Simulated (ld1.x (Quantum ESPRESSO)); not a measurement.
## Before and after: TM potential for selenium (Se)

```
Element                 : selenium
Generator               : ld1.x (Quantum ESPRESSO) 7.5
Type                    : norm-conserving Troullier–Martins (Kleinman–Bylander form)
Functional              : Wu–Cohen
Relativity              : scalar-relativistic
Frozen core             : [Ar] 3d10
Valence charge          : 6
Reference configuration : 4s2 4p4
Partial waves           : 4s (bound): rc 1.55 bohr; 4p (bound): rc 1.95 bohr; 4d channel at 0.3 Ry: rc 1.50 bohr
Local potential         : all-electron potential smoothed inside 1.25 bohr (lloc = -2)
Core correction         : a·sin(br)/r model core, default radius (core density twice the valence density)
```

Change: reference 4s1 4p5.

Cutoffs: the cutoffs (Ry, on a coarse ladder) from which the occupation-weighted sum of valence levels, in a spherical-Bessel basis at the reference potential, stays within 10 and 1 mRy of its value at 400 Ry; they do not see the model core or the augmentation charge, which bear on the density cutoff. Errors are all-electron minus pseudo energies relative to the spin-unpolarised reference configuration.

Q: What does the change do?

A: The potential gets softer (40 Ry and 55 Ry → 25 Ry and 50 Ry); both files keep a bound ghost (d).

```tsv
quantity	base	changed
cutoff, loose	40 Ry	25 Ry
cutoff, tight	55 Ry	50 Ry
bound ghosts	d	d
largest error over its own tests, meV	-22	-4.2
s: phases at 2.15 bohr within 0.05 rad from the reference energy up to (Ry; the scan ends near 5)	1.8	1.7
p: phases at 2.15 bohr within 0.05 rad from the reference energy up to (Ry; the scan ends near 5)	3.4	3.4
d: phases at 2.15 bohr within 0.05 rad from the reference energy up to (Ry; the scan ends near 5)	1.3	1.3
```

 A true bound ghost makes a file unfit for plane-wave use even where its test errors are small: the radial tests pick states by their node count and pass the ghost by.
